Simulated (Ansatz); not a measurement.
The lowest singlet and triplet of NP (SMILES N#P); geometries from B3LYP-D3(BJ)/def2-TZVP, each state relaxed from the structure named, with no frequency check.
Singlet at the triplet's geometry (charge 0, multiplicity 1):
```xyz
2

N      0.000     0.000    -1.114
P      0.000     0.000     0.520
```

A positive gap puts the triplet lower; no zero-point energy. R- takes a restricted singlet. U- takes an unrestricted singlet (broken symmetry where lower, unprojected). The triplet is unrestricted in single-reference levels. Active spaces average the two states.

Frozen-core correlation.

Run with Ansatz (a program for electronic structure). Values without a source in brackets are computed.

One of these levels gives -2.198 eV for the gap E(singlet) − E(triplet), vertical, at the triplet's geometry. Which one is it?
A) R-r2SCAN/def2-TZVPP
B) U-BHLYP/def2-TZVPP (spin-contaminated)
C) SA-CASSCF(10,8)/cc-pV(D+d)Z

B, U-BHLYP/def2-TZVPP (spin-contaminated). The others give -2.591 (R-r2SCAN/def2-TZVPP), -3.025 (SA-CASSCF(10,8)/cc-pV(D+d)Z)
